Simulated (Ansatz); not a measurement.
A made-up structure of CH3OZn (charge -1), singlet:

```xyz
6
angstrom
C 0.3877 -0.4937 0.3948
Zn -0.6430 0.8189 -0.6548
O -1.5394 1.9607 -1.5677
H -0.1204 -1.4645 0.4363
H -0.3541 0.5154 0.8167
H 0.5340 -0.1577 1.4281
```

It is relaxed with PBE-D4/def2-SVPD and then PBE0-D4/def2-TZVPD (Ansatz 0.2.0). Atoms count as bonded within 1.22 times the sum of their covalent radii (H–H: 0.88 Å). The end point is not checked to be a true minimum.

(1) Does its bonding change? (Judge from chemistry; the calculation decides.)

Results:

(1) The calculation gives: Yes. Formed: C1–H5; broken: Zn2–H5.

Where it ends: The first stage lowers the energy by 2.74 eV in 8 steps. It ends as CH₃OZn ([CH3][Zn][O]), total charge -1:
```
6
angstrom
C -0.0485 -0.2612 0.6736
Zn -0.6884 0.9559 -0.7392
O -1.2451 2.0145 -1.9679
H -0.0981 -1.3093 0.3554
H -0.6482 -0.1690 1.5868
H 0.9930 -0.0517 0.9448
```

Labels in which every atom is bracketed show which atoms are joined, not bond orders.

For scale, one of the runs: PBE0-D4/def2-TZVPD relaxation, 155 basis functions, launched by `ansatz run in.yaml --threads 2 --pin off --events-out ev --progress --plain --max-ram 4352MiB`. Hardware: 2 CPU threads of an Arm Neoverse V1, shared host. Wall time about 23 s.
